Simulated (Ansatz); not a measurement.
Cost and result for the atomization energy of ClF₂H₃OSi₂ (`F[SiH](F)O[SiH2]Cl`) (9 atoms, 8 bonds).

Z-matrix (Å, degrees):
```
Si
F 1 1.578
O 1 1.608 2 108.0
F 1 1.580 2 107.4 3 -118.3
H 1 1.464 2 109.6 3 122.8
Si 3 1.629 1 151.4 2 -158.8
Cl 6 2.047 3 109.6 1 -39.6
H 6 1.475 3 108.2 1 -157.5
H 6 1.476 3 109.8 1 78.8
```

The species carries charge 0 and has multiplicity 1. Geometry: relaxed with PBE0-D4/def2-TZVP. It is one conformer, not always the lowest. Program: Ansatz. All runs use 4 threads of an Intel Xeon Platinum 8175M on a shared host. Times are those of one run each, without the atoms' runs, and a repeat can differ threefold. Electronic energies, without spin–orbit coupling; frozen cores. CCSD(T)/CBS adds CCSD(T) − MP2 in def2-TZVPP to the MP2 limit, and its time is that of the two runs behind it. T1 = 0.011. B3LYP takes the VWN-RPA correlation (the form of Gaussian; ORCA's B3LYP/G).

CCSD(T)/CBS is a level of theory with its own doubt, some kJ/mol a heavy atom from the limit and from the frozen cores, so smaller differences don't rank the functionals.

```
                             level  functions  wall time  atomization (kcal/mol)  difference from CCSD(T)/CBS  per bond
              revPBE-D4/def2-TZVPP        261      2.1 s                   819.6                        -30.1      -3.8
                PBE0-D4/def2-TZVPP        261      3.6 s                   828.5                        -21.2      -2.7
r2SCAN-D4/def2-TZVPP (with forces)        261      4.3 s                   844.5                         -5.2      -0.7
 B3LYP-D4/def2-TZVPP (with forces)        261      5.5 s                   834.7                        -15.0      -1.9
             r2SCANh-D4/def2-TZVPP        261      5.5 s                   837.7                        -12.0      -1.5
                  CCSD(T)/def2-SVP        111      5.5 s                   768.1                        -81.6     -10.2
                 B2PLYP/def2-TZVPP        261        6 s                   832.6                        -17.1      -2.1
                 B97M-V/def2-TZVPP        261      7.5 s                   845.5                         -4.2      -0.5
                ωB97X-V/def2-TZVPP        261      8.5 s                   846.6                         -3.1      -0.4
  ωB97M-V/def2-TZVPP (with forces)        261       12 s                   845.4                         -4.3      -0.5
                    MP2/def2-QZVPP        471       21 s                   867.7                         18.0       2.2
                CCSD(T)/def2-TZVPP        261    2.4 min                   822.2                        -27.5      -3.4
                 CCSD(T)/CBS(def2)          –    2.8 min                   849.7                          0.0       0.0
```

The D4 term adds +9.2 kcal/mol with B3LYP and +4.8 kcal/mol with PBE0; it sums over pairs of atoms, weighted by their polarisabilities, and B3LYP, whose exchange is more repulsive, gets the larger term. In def2-TZVPP, CCSD(T) changes the Hartree–Fock value by +185.2 kcal/mol (the triples alone add +11.5 kcal/mol) and MP2 by +213.7 kcal/mol; breaking electron pairs costs correlation energy, which Hartree–Fock lacks. From PBE to PBE0 (25 % exact exchange), in def2-TZVPP and without D4, the atomization energy moves by −12.9 kcal/mol: exact exchange takes away binding that semilocal exchange gives to molecules.
